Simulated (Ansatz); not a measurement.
`O=CC([SiH3])[SeH]` + `N=C[SiH3]` → `N=C([SiH3])[SeH]` + `O=CC[SiH3]`  (formal exchange of groups at the Se–C bond)

Calculated with Ansatz (gas phase, PBE0-D4/def2-TZVP geometries, no zero-point term in ΔE). CCSD(T)/CBS is the MP2 limit (def2-TZVPP, def2-QZVPP) plus CCSD(T) − MP2 in def2-TZVPP, frozen cores. DFT in def2-TZVPP. B3LYP here is the variant with VWN-RPA as its local correlation; programs differ in this. For Se outer-core shells are correlated without core-valence functions, which leaves a few kJ/mol of doubt a bond. Scalar relativity is left out up to krypton. One conformer a species, not always the lowest.

```json
{"level": "PBE-D4", "ΔE (kcal/mol)": "-7.7", "difference from CCSD(T)/CBS": "-1.7"}
{"level": "r2SCAN-D4", "ΔE (kcal/mol)": "-8.2", "difference from CCSD(T)/CBS": "-2.2"}
{"level": "PBE0-D4", "ΔE (kcal/mol)": "-7.3", "difference from CCSD(T)/CBS": "-1.3"}
{"level": "ωB97M-V", "ΔE (kcal/mol)": "-6.7", "difference from CCSD(T)/CBS": "-0.7"}
{"level": "r2SCAN", "ΔE (kcal/mol)": "-8.3", "difference from CCSD(T)/CBS": "-2.3"}
{"level": "PBE0", "ΔE (kcal/mol)": "-7.5", "difference from CCSD(T)/CBS": "-1.5"}
{"level": "B3LYP", "ΔE (kcal/mol)": "-8.0", "difference from CCSD(T)/CBS": "-2.0"}
{"level": "HF/def2-TZVPP", "ΔE (kcal/mol)": "-7.3", "difference from CCSD(T)/CBS": "-1.3"}
{"level": "MP2/def2-TZVPP", "ΔE (kcal/mol)": "-6.2", "difference from CCSD(T)/CBS": "-0.2"}
{"level": "SCS-MP2/def2-TZVPP", "ΔE (kcal/mol)": "-6.2", "difference from CCSD(T)/CBS": "-0.2"}
{"level": "CCSD/def2-TZVPP", "ΔE (kcal/mol)": "-6.3", "difference from CCSD(T)/CBS": "-0.3"}
{"level": "CCSD(T)/def2-TZVPP", "ΔE (kcal/mol)": "-6.2", "difference from CCSD(T)/CBS": "-0.2"}
{"level": "HF/def2-QZVPP", "ΔE (kcal/mol)": "-7.4", "difference from CCSD(T)/CBS": "-1.4"}
{"level": "MP2/def2-QZVPP", "ΔE (kcal/mol)": "-6.1", "difference from CCSD(T)/CBS": "-0.1"}
{"level": "SCS-MP2/def2-QZVPP", "ΔE (kcal/mol)": "-6.2", "difference from CCSD(T)/CBS": "-0.2"}
{"level": "CCSD/CBS(def2)", "ΔE (kcal/mol)": "-6.1", "difference from CCSD(T)/CBS": "-0.1"}
{"level": "CCSD(T)/CBS", "ΔE (kcal/mol)": "-6.0", "difference from CCSD(T)/CBS": "0"}
```

Largest T1 diagnostic among the species: 0.014.

In def2-TZVPP, CCSD(T) changes the Hartree–Fock value by +1.1 kcal/mol (the triples alone add +0.0 kcal/mol) and MP2 by +1.1 kcal/mol.
